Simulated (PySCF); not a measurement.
pyrrole (C$_{4}$H$_{5}$N), singlet, geometry from GFN2-xTB; M062X/def2-SV(P) in PySCF.

PySCF was given this input:
```python
from pyscf import gto, scf, dft

mol = gto.Mole()
mol.atom = '''
    H     0.023319   -0.005694    2.121335
    N     0.012260   -0.002994    1.115307
    C    -0.001043    1.107468    0.332876
    C     0.008294   -1.109239    0.326823
    C    -0.013699    0.707232   -0.974338
    C    -0.007764   -0.701991   -0.978186
    H    -0.000540    2.091539    0.758768
    H     0.017096   -2.095581    0.747335
    H    -0.025862    1.345969   -1.835154
    H    -0.014564   -1.336098   -1.842478
'''
mol.basis = 'def2-sv(p)'
mol.charge = 0
mol.spin = 0
mol.verbose = 4
mol.build()

mf = dft.RKS(mol)
mf.xc = 'm062x'
mf.kernel()
```

### Question
Write the output that PySCF gives for this input, abridged.

### Answer

```
PySCF version 2.14.0

[INPUT] verbose = 4
[INPUT] num. atoms = 10
[INPUT] num. electrons = 36
[INPUT] charge = 0
[INPUT] spin (= nelec alpha-beta = 2S) = 0
[INPUT] symmetry False subgroup None
[INPUT] Mole.unit = angstrom
[INPUT] Symbol           X                Y                Z      unit          X                Y                Z       unit  Magmom
[INPUT]  1 H      0.023319000000  -0.005694000000   2.121335000000 AA    0.044066523499  -0.010760100553   4.008742168454 Bohr   0.0
[INPUT]  2 N      0.012260000000  -0.002994000000   1.115307000000 AA    0.023168042287  -0.005657840017   2.107624774810 Bohr   0.0
[INPUT]  3 C     -0.001043000000   1.107468000000   0.332876000000 AA   -0.001970984348   2.092811211720   0.629044473441 Bohr   0.0
[INPUT]  4 C      0.008294000000  -1.109239000000   0.326823000000 AA    0.015673388477  -2.096157916686   0.617605961209 Bohr   0.0
[INPUT]  5 C     -0.013699000000   0.707232000000  -0.974338000000 AA   -0.025887358180   1.336474786528  -1.841231972756 Bohr   0.0
[INPUT]  6 C     -0.007764000000  -0.701991000000  -0.978186000000 AA   -0.014671833631  -1.326570731910  -1.848503638884 Bohr   0.0
[INPUT]  7 H     -0.000540000000   2.091539000000   0.758768000000 AA   -0.001020452107   3.952435888847   1.433863712084 Bohr   0.0
[INPUT]  8 H      0.017096000000  -2.095581000000   0.747335000000 AA    0.032306757826  -3.960074161842   1.412258473302 Bohr   0.0
[INPUT]  9 H     -0.025862000000   1.345969000000  -1.835154000000 AA   -0.048872097034   2.543512782155  -3.467938456400 Bohr   0.0
[INPUT] 10 H     -0.014564000000  -1.336098000000  -1.842478000000 AA   -0.027521971278  -2.524859295579  -3.481778810536 Bohr   0.0

nuclear repulsion = 162.312058223813
number of shells = 40
number of NR pGTOs = 140
number of NR cGTOs = 80
basis = def2-sv(p)
ecp = {}

******** <class 'pyscf.dft.rks.RKS'> ********
method = RKS
initial guess = minao
damping factor = 0
level_shift factor = 0
DIIS = <class 'pyscf.scf.diis.CDIIS'>
diis_start_cycle = 1
diis_space = 8
diis_damp = 0
SCF conv_tol = 1e-09
SCF conv_tol_grad = None
SCF max_cycles = 50
direct_scf = True
direct_scf_tol = 1e-13
XC library pyscf.dft.libxc version 7.1.2
    S. Lehtola, C. Steigemann, M. J. T. Oliveira, and M. A. L. Marques,  SoftwareX 7, 1–5 (2018)
XC functionals = m062x
    Y. Zhao and D. G. Truhlar,  Theor. Chem. Acc. 120, 215 (2008)
    Y. Zhao and D. G. Truhlar,  Theor. Chem. Acc. 120, 215 (2008)
radial grids:
    Treutler-Ahlrichs [JCP 102, 346 (1995); DOI:10.1063/1.469408] (M4) radial grids

becke partition: Becke, JCP 88, 2547 (1988); DOI:10.1063/1.454033
pruning grids: <function nwchem_prune>
grids dens level: 3
symmetrized grids: False
atomic radii adjust function: <function treutler_atomic_radii_adjust>
small_rho_cutoff = 0
Set gradient conv threshold to 3.16228e-05
Initial guess from minao.
tot grids = 119416
init E= -211.13787568272
  HOMO = -0.244667680069169  LUMO = 0.00262839204224052  gap/eV = 6.72927
cycle= 1 E= -209.873010547331  delta_E= 1.26  |g|= 0.338  |ddm|= 3.51
  HOMO = -0.234423726285641  LUMO = 0.0671733579473708  gap/eV = 8.20687
cycle= 2 E= -209.877594828984  delta_E= -0.00458  |g|= 0.344  |ddm|= 0.809
  HOMO = -0.257959593590541  LUMO = 0.0880333252992607  gap/eV = 9.41495
cycle= 3 E= -209.907527966213  delta_E= -0.0299  |g|= 0.0635  |ddm|= 0.427
  HOMO = -0.266311070729656  LUMO = 0.0832790383402342  gap/eV = 9.51283
cycle= 4 E= -209.908349502423  delta_E= -0.000822  |g|= 0.0273  |ddm|= 0.0775
  HOMO = -0.262258718437523  LUMO = 0.087704029026367  gap/eV = 9.52297
cycle= 5 E= -209.908523119483  delta_E= -0.000174  |g|= 0.00247  |ddm|= 0.0267
  HOMO = -0.262073144180824  LUMO = 0.087675651854214  gap/eV = 9.51715
cycle= 6 E= -209.908524298652  delta_E= -1.18e-06  |g|= 0.00126  |ddm|= 0.00355
  HOMO = -0.2621551878185  LUMO = 0.0876421782515844  gap/eV = 9.51847
cycle= 7 E= -209.908524653326  delta_E= -3.55e-07  |g|= 0.000239  |ddm|= 0.00113
  HOMO = -0.262133408207769  LUMO = 0.0876546431768543  gap/eV = 9.51822
cycle= 8 E= -209.908524668063  delta_E= -1.47e-08  |g|= 2.67e-05  |ddm|= 0.000309
  HOMO = -0.262129905345993  LUMO = 0.0876561765705444  gap/eV = 9.51816
cycle= 9 E= -209.908524668568  delta_E= -5.05e-10  |g|= 6.2e-06  |ddm|= 8.57e-05
  HOMO = -0.262130091518971  LUMO = 0.0876555741003525  gap/eV = 9.51815
Extra cycle  E= -209.908524668585  delta_E= -1.77e-11  |g|= 3.71e-06  |ddm|= 1.3e-05
converged SCF energy = -209.908524668585
```
